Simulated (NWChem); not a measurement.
Everything below was run with NWChem. System: CH3Li, charge 0, spin multiplicity 1, at a geometry optimised with PBE0/def2-SVP. The structure started from a generated list of species. Level: HF/def2-SVPD.

Job file:

```
start mol
memory heap 200 mb stack 900 mb global 1100 mb
geometry units angstroms nocenter noautoz
  Li     0.928723    -1.290739     0.000000
  C     -0.223106     0.310075     0.000000
  H     -0.894857     0.373886     0.879879
  H     -0.894857     0.373886    -0.879879
  H      0.342180     1.263994     0.000000
  symmetry group Cs
end
basis spherical
  * library def2-svpd
end
dft
  xc hfexch
  semidirect memsize 60000000 filesize 0
  iterations 100
end
property
  dipole
  response 1 0.0
end
task dft property
```

Part of the output:

```
             Northwest Computational Chemistry Package (NWChem) 7.3.0
             --------------------------------------------------------

                                NWChem Input Module
                                -------------------

 Scaling coordinates for geometry "geometry" by  1.889725989
 (inverse scale =  0.529177249)

 Turning off AUTOSYM since
 SYMMETRY directive was detected!

                             Geometry "geometry" -> ""
                             -------------------------

 Output coordinates in angstroms (scale by  1.889725989 to convert to a.u.)

  No.       Tag          Charge          X              Y              Z
 ---- ---------------- ---------- -------------- -------------- --------------
    1 Li                   3.0000     0.92872300    -1.29073900     0.00000000
    2 C                    6.0000    -0.22310600     0.31007500     0.00000000
    3 H                    1.0000    -0.89485700     0.37388600     0.87987900
    4 H                    1.0000    -0.89485700     0.37388600    -0.87987900
    5 H                    1.0000     0.34218000     1.26399400     0.00000000

 Effective nuclear repulsion energy (a.u.)      16.1392696152

            Nuclear Dipole moment (a.u.)
            ----------------------------
        X                 Y               Z
 ---------------- ---------------- ----------------
    -0.0000018897    -0.0000018897     0.0000000000

      Symmetry information
      --------------------

 Group name             Cs
 Group number              2
 Group order               2
 No. of unique centers     4

      Symmetry unique atoms

     1    2    3    5


 Summary of "ao basis" -> "" (spherical)
 ------------------------------------------------------------------------------
       Tag                 Description            Shells   Functions and Types
 ---------------- ------------------------------  ------  ---------------------
 *                         def2-svpd                  on all atoms

  xc_inp: hfexch multiplicative factor not found.
                              NWChem Property Module
                              ----------------------

                                 NWChem DFT Module
                                 -----------------

 Summary of "ao basis" -> "ao basis" (spherical)
 ------------------------------------------------------------------------------
       Tag                 Description            Shells   Functions and Types
 ---------------- ------------------------------  ------  ---------------------
 Li                        def2-svpd                 6       12   3s3p
 C                         def2-svpd                 8       20   4s2p2d
 H                         def2-svpd                 4        8   2s2p

 Summary of "ao basis" -> "ao basis" (spherical)
 ------------------------------------------------------------------------------
       Tag                 Description            Shells   Functions and Types
 ---------------- ------------------------------  ------  ---------------------
 Li                        def2-svpd                 6       12   3s3p
 C                         def2-svpd                 8       20   4s2p2d
 H                         def2-svpd                 4        8   2s2p

            General Information
            -------------------
          SCF calculation type: DFT
          Wavefunction type:  closed shell.
          No. of atoms     :     5
          No. of electrons :    12
           Alpha electrons :     6
[...]
    34     -0.150104  3 H  s                 42     -0.150104  4 H  s
    50     -0.150109  5 H  s                 15      0.146648  2 C  s

 Vector    8  Occ=0.000000D+00  E= 4.832239D-02
              MO Center=  1.1D+00, -1.5D+00,  1.1D-09, r^2= 1.4D+01
   Bfn.  Coefficient  Atom+Function         Bfn.  Coefficient  Atom+Function
  ----- ------------  ---------------      ----- ------------  ---------------
    10      0.902944  1 Li px                11      0.649676  1 Li py
    50     -0.187478  5 H  s                 34      0.093727  3 H  s
    42      0.093727  4 H  s                 54     -0.086398  5 H  px
    20      0.078792  2 C  px                38     -0.062406  3 H  px
    46     -0.062406  4 H  px                39     -0.061380  3 H  py

 Vector    9  Occ=0.000000D+00  E= 4.832239D-02
              MO Center=  1.1D+00, -1.5D+00, -1.1D-09, r^2= 1.4D+01
   Bfn.  Coefficient  Atom+Function         Bfn.  Coefficient  Atom+Function
  ----- ------------  ---------------      ----- ------------  ---------------
    12      1.112379  1 Li pz                34     -0.162360  3 H  s
    42      0.162360  4 H  s                 22      0.097072  2 C  pz
    40     -0.086961  3 H  pz                48     -0.086961  4 H  pz
    56     -0.086271  5 H  pz                 6      0.051600  1 Li pz
     9     -0.050330  1 Li pz                19     -0.048561  2 C  pz

 center of mass
 --------------
 x =   0.20404962 y =  -0.28358713 z =   0.00000000

 moments of inertia (a.u.)
 ------------------
          56.417707480898          32.574768358643           0.000000000000
          32.574768358643          34.583610503183           0.000000000000
           0.000000000000           0.000000000000          79.856096711645

     Multipole analysis of the density
     ---------------------------------

     L   x y z        total         alpha         beta         nuclear
     -   - - -        -----         -----         ----         -------
     0   0 0 0     -0.000000     -6.000000     -6.000000     12.000000

     1   1 0 0      1.386941      0.693471      0.693471     -0.000002
     1   0 1 0     -1.927590     -0.963794     -0.963794     -0.000002
     1   0 0 1      0.000000      0.000000      0.000000      0.000000

     2   2 0 0     -5.972754    -11.208506    -11.208506     16.444259
     2   1 1 0     -3.712279      5.728676      5.728676    -15.169632
     2   1 0 1     -0.000000     -0.000000     -0.000000      0.000000
     2   0 2 0     -3.484450    -15.048301    -15.048301     26.612153
     2   0 1 1      0.000000      0.000000      0.000000      0.000000
     2   0 0 2     -8.643814     -7.086579     -7.086579      5.529344

 *** CALLING NEW AORESP DRIVER FOR CLOSED AND OPEN SHELLS ***
 Entering AOResponse driver routine

--------------------------------------------------------------------------------

          ****************
          *** RESPONSE ***
          ****************

 Response module for NWChem and dynamic CPKS solver

          -----------------------------------------------
          Solving response equations for perturbing field
          -----------------------------------------------

 number of frequencies:     1
 frequency in a.u.:  0.0000000E+00
 Perturbing field: electric
 Using El. Dipole Length Gauge

 Setting up CPKS with frequency omega =      0.00000000 a.u.

 STATIC response

                                NWChem CPHF Module
                                ------------------

  scftype          =     RHF
  nclosed          =        6
  nopen            =        0
  variables        =      300
  # of vectors     =        3
  tolerance        = 0.10D-03
  level shift      = 0.00D+00
  max iterations   =       50
  max subspace     =       30

 SCF residual:    3.2012847048381792E-005

Iterative solution of linear equations
  No. of variables      300
  No. of equations        3
  Maximum subspace       30
        Iterations       50
       Convergence  1.0D-04

   iter   nsub   residual    time
   ----  ------  --------  ---------
     1      3    8.13D-01       0.8
     2      6    2.88D-01       1.1
     3      9    1.06D-01       1.4
     4     12    5.47D-02       1.6
     5     15    6.57D-03       1.9
     6     18    1.31D-03       2.2
     7     21    1.94D-04       2.5
     8     24    3.05D-05       2.7

 Electric Dipole Response Matrix (nonzero elements):

              1        2        3
    1   28.8993  -2.2067   0.0000
    2   -2.2067  30.3781   0.0000
    3   -0.0000  -0.0000  27.3115

 ------------------------------------------
 average:        28.86295 + I       0.00000

 DFT Linear Response polarizability / au
 Frequency  =       0.0000000 / au
 Wavelength = -999999.0000000 / nm
              X              Y              Z
 -----------------------------------------------
 X      28.8993197     -2.2066540      0.0000000
 Y      -2.2066540     30.3780667      0.0000000
 Z      -0.0000000     -0.0000000     27.3114653
 -----------------------------------------------
 Eigenvalues =      27.3114642     31.9659223     27.3114653
 Isotropic   =      28.8629506
 Anisotropic =       4.6544576
 -----------------------------------------------

 Magnetic Dipole Response Matrix (nonzero elements):
 Optical rotation tensor Beta

 *** static G'=0. Use GPRIME input with finite omega
 *** or better ORBETA without GPRIME for small or zero freq.

 zero matrix

 ------------------------------------------
 average:         0.00000 + I       0.00000

 Exiting AOResponse driver routine

          -------------
          Dipole Moment
          -------------

 Center of charge (in au) is the expansion point
         X =      -0.0000002 Y =      -0.0000002 Z =       0.0000000

   Dipole moment        2.3747018394 A.U.
             DMX        1.3869408552 DMXEFC        0.0000000000
             DMY       -1.9275901770 DMYEFC        0.0000000000
             DMZ        0.0000000000 DMZEFC        0.0000000000
   -EFC- dipole         0.0000000000 A.U.
   Total dipole         2.3747018394 A.U.

   Dipole moment        6.0359356357 Debye(s)
             DMX        3.5252786659 DMXEFC        0.0000000000
             DMY       -4.8994825570 DMYEFC        0.0000000000
             DMZ        0.0000000000 DMZEFC        0.0000000000
   -EFC- dipole         0.0000000000 DEBYE(S)
   Total dipole         6.0359356357 DEBYE(S)

 1 a.u. = 2.541766 Debyes

 Task  times  cpu:        2.7s     wall:        2.7s

 Total times  cpu:        2.8s     wall:        2.8s
```
